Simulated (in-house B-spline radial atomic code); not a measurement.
Radial electron density of Ta54+, [Ar] 3d1. Computed with a B-spline radial code for spherical atoms: Dirac-Hartree-Fock, average of configuration, Fermi nucleus of rms radius 5.3507 fm.

Columns: r (bohr), 4πr²n(r) (electrons per bohr), bar.

```
0.000532    2.692 #
0.000629    3.532 #
0.000742    4.603 ##
0.000876    5.985 ##
 0.00103    7.705 ###
 0.00122    9.987 ####
 0.00144    12.81 #####
  0.0017    16.34 ######
 0.00201    20.74 #######
 0.00237    26.02 #########
  0.0028     32.4 ############
 0.00331    39.93 ##############
 0.00391    48.51 #################
 0.00461    57.89 #####################
 0.00545    68.03 ########################
 0.00643    78.11 ############################
  0.0076    87.63 ###############################
 0.00897    95.49 ##################################
  0.0106    100.9 ####################################
  0.0125      103 #####################################
  0.0148    101.8 ####################################
  0.0174    98.16 ###################################
  0.0206    93.52 #################################
  0.0243    90.79 ################################
  0.0287    92.46 #################################
  0.0339    99.75 ###################################
    0.04    110.9 #######################################
  0.0472    121.1 ###########################################
  0.0558    123.8 ############################################
  0.0658    114.2 #########################################
  0.0777    93.56 #################################
  0.0918    70.15 #########################
   0.108    55.31 ####################
   0.128    53.53 ###################
   0.151    59.42 #####################
   0.178    60.67 ######################
   0.211    49.64 ##################
   0.249       31 ###########
   0.294    14.14 #####
   0.347    4.536 ##
   0.409   0.9847 
   0.483   0.1316 
   0.571 0.009999 
   0.674 0.0004117
```

On this grid the curve has 3 maxima, near 0.0125, 0.0558, 0.178 bohr.

The 3d5/2 radial function P(r) = rR(r), positive near the nucleus, with its small component Q(r) (sign convention: Q ≈ (P' + κP/r)/2c):

| r (bohr) | P | Q |
| --- | --- | --- |
| 0.00545 | 0.003272 | -0.0002885 |
| 0.0076 | 0.008299 | -0.0007279 |
| 0.0106 | 0.02065 | -0.001798 |
| 0.0148 | 0.05015 | -0.004327 |
| 0.0206 | 0.1164 | -0.009933 |
| 0.0287 | 0.2576 | -0.02168 |
| 0.04 | 0.5321 | -0.04405 |
| 0.0558 | 1.002 | -0.08134 |
| 0.0777 | 1.655 | -0.1315 |
| 0.108 | 2.299 | -0.1785 |
| 0.151 | 2.526 | -0.192 |
| 0.211 | 1.994 | -0.1485 |
| 0.294 | 1.005 | -0.07361 |
| 0.409 | 0.2732 | -0.01979 |
| 0.571 | 0.03042 | -0.002187 |
